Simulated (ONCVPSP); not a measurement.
An all-electron radial function and its pseudo partner (titanium (Ti))

Columns: radius, all-electron u(r) and pseudo u(r) of the 3s shell (level -62.15 eV) of titanium in the configuration [Ne] 3s2 3p6 3d2 4s1.75 4p0.25; PBE, non-relativistic, ONCV scheme, ONCVPSP 4.0.1.

```json
{"r (bohr)": "0.100", "all-electron": "-0.0593", "pseudo": "0.1956"}
{"r (bohr)": "0.200", "all-electron": "-0.5617", "pseudo": "0.3827"}
{"r (bohr)": "0.300", "all-electron": "-0.4364", "pseudo": "0.5535"}
{"r (bohr)": "0.400", "all-electron": "-0.0169", "pseudo": "0.7013"}
{"r (bohr)": "0.500", "all-electron": "0.4231", "pseudo": "0.8208"}
{"r (bohr)": "0.600", "all-electron": "0.7657", "pseudo": "0.9089"}
{"r (bohr)": "0.700", "all-electron": "0.9832", "pseudo": "0.9641"}
{"r (bohr)": "0.800", "all-electron": "1.0884", "pseudo": "0.9875"}
{"r (bohr)": "0.900", "all-electron": "1.1070", "pseudo": "0.9814"}
{"r (bohr)": "1.000", "all-electron": "1.0669", "pseudo": "0.9499"}
{"r (bohr)": "1.100", "all-electron": "0.9908", "pseudo": "0.8978"}
{"r (bohr)": "1.200", "all-electron": "0.8960", "pseudo": "0.8305"}
{"r (bohr)": "1.300", "all-electron": "0.7945", "pseudo": "0.7532"}
{"r (bohr)": "1.400", "all-electron": "0.6939", "pseudo": "0.6710"}
{"r (bohr)": "1.500", "all-electron": "0.5990", "pseudo": "0.5881"}
{"r (bohr)": "1.600", "all-electron": "0.5123", "pseudo": "0.5081"}
{"r (bohr)": "1.700", "all-electron": "0.4348", "pseudo": "0.4337"}
{"r (bohr)": "1.800", "all-electron": "0.3669", "pseudo": "0.3668"}
{"r (bohr)": "1.900", "all-electron": "0.3080", "pseudo": "0.3080"}
{"r (bohr)": "2.000", "all-electron": "0.2575", "pseudo": "0.2575"}
{"r (bohr)": "2.100", "all-electron": "0.2146", "pseudo": "0.2146"}
{"r (bohr)": "2.200", "all-electron": "0.1783", "pseudo": "0.1782"}
{"r (bohr)": "2.300", "all-electron": "0.1477", "pseudo": "0.1477"}
{"r (bohr)": "2.400", "all-electron": "0.1222", "pseudo": "0.1222"}
{"r (bohr)": "2.500", "all-electron": "0.1009", "pseudo": "0.1009"}
{"r (bohr)": "2.600", "all-electron": "0.0832", "pseudo": "0.0832"}
```

(1) How many radial nodes do the two functions have?

(2) At about which radius was the pseudo-wave matched?

(3) Is the pseudo-wave norm-conserving?

Results:

(1) The all-electron 3s function has n − l − 1 = 2 (the table is too coarse to show those close to the nucleus); the pseudo-wave has 0, since the states of the same l below it are removed with the core.

(2) 1.95 bohr. The columns agree to 0.0005 from 1.80 bohr on; several derivatives are matched, so the curves merge somewhat inside the radius.

(3) Yes: the ONCV scheme keeps the norm inside the radius equal to the all-electron one, which fixes the energy derivative of the logarithmic derivative at the level.
